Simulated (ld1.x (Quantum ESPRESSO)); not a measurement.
Before and after: TM potential for I

ld1.x (Quantum ESPRESSO) 7.5 input, shortened:

```
&input
   title='I', zed=53., rel=1, dft='PZ', iswitch=3,
   config='[Kr] 4d10 5s2 5p3'
 /
 &inputp
   pseudotype=2, tm=.true., lloc=2,
   nlcc=.true., new_core_ps=.true., rcore=0.70
 /
3
5S  1  0   2.00   0.00  1.45  1.45  0.0
5P  2  1   3.00   0.00  1.85  1.85  0.0
4D  3  2  10.00   0.00  1.15  1.15  0.0
 &test
   configts(1)='4d10 5s2 5p3'
 /
```

Change: all radii but the core radius scaled by about 1.34 (s 1.94, p 2.48, d 1.54 bohr).

Cutoffs: the cutoffs (Ry, on a coarse ladder) from which the occupation-weighted sum of valence levels, in a spherical-Bessel basis at the reference potential, stays within 10 and 1 mRy of its value at 400 Ry; they do not see the model core or the augmentation charge, which bear on the density cutoff. Errors are all-electron minus pseudo energies relative to the spin-unpolarised reference configuration.

Question: How do hardness, ghosts and transferability respond?

Answer: The potential gets softer (120 Ry and 200 Ry → 100 Ry and 160 Ry); both files keep a bound ghost (p, s); of the 9 tests that both files solve, the error grows in 2 and shrinks in 7 by more than 15 % and 0.3 meV (median size 18.9 → 8.4 meV). A larger radius leaves more room for a smooth pseudo-wave, so fewer plane waves are needed.

```tsv
quantity	base	changed
cutoff, loose	120 Ry	100 Ry
cutoff, tight	200 Ry	160 Ry
loose cutoff by channel (10 mRy a level)	s 35 Ry, p 30 Ry, d 100 Ry	s 25 Ry, p 6 Ry, d 80 Ry
bound ghosts	s, p	s, p
error for 4d10 5s2 5p5, meV [ΔE -31.37 eV]	+19	+10
error for 4d10 5s2 5p4, meV [ΔE -20.06 eV]	+9.0	+6.0
error for 4d10 5s2 5p2, meV [ΔE 29.61 eV]	-3.0	-7.9
error for 4d10 5s2 5p4.5, meV [ΔE -26.75 eV]	+14	+8.4
error for 4d10 5s1 5p5, meV [ΔE -9.00 eV]	+1.0	+3.5
error for 4d10 5s2 5p5.3, meV [ΔE -33.20 eV]	+21	+11
error for 4d9 5s2 5p6, meV [ΔE 14.41 eV]	-545	-462
error for 4d10 5s2 5p3 (spin-polarised), meV [ΔE -1.49 eV]	+20	+0.7
error for 4d10 5s2 5p5 (spin-polarised), meV [ΔE -31.49 eV]	+20	+10
```

 A true bound ghost makes a file unfit for plane-wave use even where its test errors are small: the radial tests pick states by their node count and pass the ghost by.
